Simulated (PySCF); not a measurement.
Bonds: B1-P4 1.980 Å, B1-P8 1.981 Å, P4-B5 1.981 Å, B5-P8 1.982 Å. B1 carries H2, H3; P4 carries H9, H10; B5 carries H6, H7; P8 carries H11, H12.

Geometry: PBE0-D3(BJ)/def2-SVP; GIAO absolute shieldings from PySCF 2.14.0 with density-fitted response routines, gas phase, non-relativistic, averaged over equivalent atoms.

At PBE0/pcSseg-1 (122 basis functions, 14 s wall time on 1 thread of an Arm Neoverse V1, shared host):
```csv
atoms,σ (ppm)
B1/B5,137.0
H9/H10/H11/H12,27.12
H2/H3/H6/H7,28.31
P4/P8,450.7
```

Question: Predict the values at KT2/pcSseg-1 on the same geometry.

Answer: 
```
         atoms  σ at KT2/pcSseg-1  change
         B1/B5              135.1    -1.9
H9/H10/H11/H12              26.97   -0.15
   H2/H3/H6/H7              28.04   -0.27
         P4/P8              460.4    +9.7
```

The largest change is at P4/P8 (phosphorus bonded to 2 B, 2 H). Cost: 122 basis functions, 11 s wall time on 1 thread of an Arm Neoverse V1, shared host.
